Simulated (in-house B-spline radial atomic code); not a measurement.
Values are calculated unless marked as measured or tabulated.
Softness against transferability: the 3p channel of S

S, [Ne] 3s2 3p4, non-relativistic PBE, spherical and spin-unpolarised, from an all-electron radial atomic-structure program (B-spline basis) (atomic units). The all-electron 3p level is ε = -0.258025 hartree, its outermost node lies just inside 0.59 bohr and its outer maximum at 1.60 bohr.

Troullier-Martins pseudo-orbitals are made for several radii. The cutoffs (hartree) are the plane-wave energies beyond which the orbital holds less than the named kinetic energy per electron. The phase error is the difference, pseudo minus all-electron, of arctan(R P'/P) at R = 2.54 bohr for all radii, half a hartree below and above the level.

```json
{"r_c (bohr)": "1.2", "V_l(0) (hartree)": "-8.40", "cutoff for 10 mEh": "13.3", "for 1 mEh": "33.6", "for 0.1 mEh": "63.2", "phase error at ε − 0.5 (mrad)": "-0.6", "at ε + 0.5 (mrad)": "-1.8"}
{"r_c (bohr)": "1.39", "V_l(0) (hartree)": "-2.51", "cutoff for 10 mEh": "4.15", "for 1 mEh": "6.06", "for 0.1 mEh": "25.6", "phase error at ε − 0.5 (mrad)": "-0.4", "at ε + 0.5 (mrad)": "-1.2"}
{"r_c (bohr)": "1.6", "V_l(0) (hartree)": "-1.60", "cutoff for 10 mEh": "4.15", "for 1 mEh": "9.5", "for 0.1 mEh": "15.9", "phase error at ε − 0.5 (mrad)": "-0.4", "at ε + 0.5 (mrad)": "-1.0"}
{"r_c (bohr)": "1.81", "V_l(0) (hartree)": "-1.82", "cutoff for 10 mEh": "4.15", "for 1 mEh": "6.2", "for 0.1 mEh": "14.6", "phase error at ε − 0.5 (mrad)": "-0.4", "at ε + 0.5 (mrad)": "-1.2"}
{"r_c (bohr)": "2.02", "V_l(0) (hartree)": "-2.08", "cutoff for 10 mEh": "4.15", "for 1 mEh": "5.92", "for 0.1 mEh": "12.1", "phase error at ε − 0.5 (mrad)": "-0.7", "at ε + 0.5 (mrad)": "-1.7"}
{"r_c (bohr)": "2.24", "V_l(0) (hartree)": "-2.23", "cutoff for 10 mEh": "4.26", "for 1 mEh": "5.92", "for 0.1 mEh": "7.68", "phase error at ε − 0.5 (mrad)": "-1.0", "at ε + 0.5 (mrad)": "-2.4"}
```

(1) Which radius needs the lowest cutoff for 0.1 mEh while both phase errors stay within 1.9 mrad?

(2) What does the larger radius buy, and what does it cost?

Answers

(1) The radii within that limit are 1.2, 1.39, 1.6, 1.81, 2.02 bohr; of these r_c = 2.02 needs the least, 12.1 hartree, that is 24.2 Ry or 329 eV.

(2) From r_c = 1.2 to 2.24 bohr the cutoff for 1 mEh goes from 33.6 to 5.92 hartree, a factor of 5.68, against 3.48 for a pure 1/r_c² scaling, end to end; step by step it is 33.6, 6.06, 9.5, 6.2, 5.92, 5.92, and for 0.1 mEh 63.2, 25.6, 15.9, 14.6, 12.1, 7.68; the number of plane waves goes as the cutoff to the power 3/2, here a factor of 13.5. The larger of the two phase errors is least at r_c = 1.6 bohr, 1.0 mrad; it is 1.8 at the smallest radius and 2.4 at the largest. These errors test the reference atom alone. The smallest radius lies well inside the outer maximum, where the nodeless form must bend sharply to keep the norm, so it is both harder and scatters less well than the next. Large radii also let the cores of neighbours overlap, which an atom doesn't show.
